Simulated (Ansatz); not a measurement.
Relaxation of CH6OZn (9 atoms, charge 0, multiplicity 1), to a largest force component of 0.03 eV/Å in at most 50 steps.

The calculation used RKS revPBE-D4/def2-SVP (Ansatz).

```xyz
9
Properties=species:S:1:pos:R:3:forces:R:3
Zn 0.131 -0.245 0.235 0.04 -0.03 0.33
C 0.144 -0.151 2.202 0.14 -0.12 -0.25
H -0.861 -0.436 2.584 0.10 0.05 0.03
H 0.894 -0.816 2.671 0.06 -0.06 0.04
H 0.369 0.893 2.513 -0.05 -0.11 0.03
O -0.049 -0.159 -1.553 0.04 -0.05 -0.08
H 0.463 -0.844 -2.024 -0.02 0.04 0.05
H -1.825 1.641 0.785 -1.12 0.92 -1.20
H -1.406 1.303 1.265 0.81 -0.63 1.06
```

Where does it end, and by what steps?

The run converged. The force dipped under the threshold on the way, but the program's further checks kept it going. After 32 steps the energy has fallen by 0.295 eV; H9 moved furthest, 2.21 Å.

```csv
step,energy less start (eV),largest force component (eV/Å),accepted
0,0.0000,1.195,yes
2,-0.1446,0.127,yes
4,-0.1479,0.041,yes
6,-0.1589,0.185,yes
8,-0.0944,1.554,no
10,-0.1796,0.098,yes
12,-0.1852,0.166,yes
14,-0.2009,0.156,yes
16,-0.2099,0.676,yes
18,-0.2256,0.318,yes
20,-0.2518,0.055,yes
22,-0.2339,1.128,no
24,-0.2751,0.248,yes
26,-0.2892,0.093,yes
28,-0.2934,0.093,yes
30,-0.2944,0.067,yes
32,-0.2948,0.013,yes
```

```xyz
9
Properties=species:S:1:pos:R:3
Zn 0.267 -0.136 0.727
C 0.613 -0.545 2.590
H -0.323 -0.819 3.119
H 1.325 -1.391 2.689
H 1.053 0.335 3.104
O 0.032 0.362 -0.999
H -0.598 -0.213 -1.471
H -1.915 1.627 -0.603
H -2.595 1.968 -0.478
```

The run took 53 s on 2 threads of Arm Neoverse V1 (shared host), peak memory 0.13 GiB.
